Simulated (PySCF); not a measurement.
Which functional comes closest?

Molecule: SMILES FC(F)(F)C(F)(F)F, C2F6.

Bonds (- single, = double, # triple, : aromatic): F1-C2 1.323 Å, C2-F3 1.324 Å, C2-F4 1.324 Å, C2-C5 1.543 Å, C5-F6 1.324 Å, C5-F7 1.324 Å, C5-F8 1.323 Å.

Geometry PBE0-D3(BJ)/def2-SVP throughout; GIAO in PySCF 2.14.0 with density-fitted response routines, gas phase, one conformer, non-relativistic; equivalent atoms averaged; basis pcSseg-2.

Reference values (CCSD(T)/13s9p4d3f; gas (isolated, no vibration); M. E. Harding, PhD thesis, Mainz 2008 (Harding, Lenhart, Auer, Gauss, JCP 2008, 128, 244111)): σ(F1/F3/F4/F6/F7/F8) = 293.4 ppm.

How do the functionals HF, LDA, PBE, OPBE, KT3, B97-D, B3LYP, B97-2, LC-wPBE perform against the reference? Times are CPU seconds on shared hosts with different chips, so compare them loosely.

Results:


```csv
functional,kind,F1/F3/F4/F6/F7/F8,abs. error F,core-s
HF,Hartree–Fock,312.6,19.2,33
LDA,LDA,251.6,41.8,28
PBE,GGA,256.2,37.2,64
OPBE,GGA,264.9,28.5,68
KT3,GGA,261.9,31.5,70
B97-D,GGA,263.7,29.7,35
B3LYP,global hybrid,268.7,24.7,59
B97-2,global hybrid,274.8,18.6,58
LC-wPBE,range-separated hybrid,277.8,15.6,88
```

For 19F the closest is LC-wPBE (15.6 ppm) and the furthest LDA (41.8 ppm). One molecule is a small sample, and the reference may use another geometry.
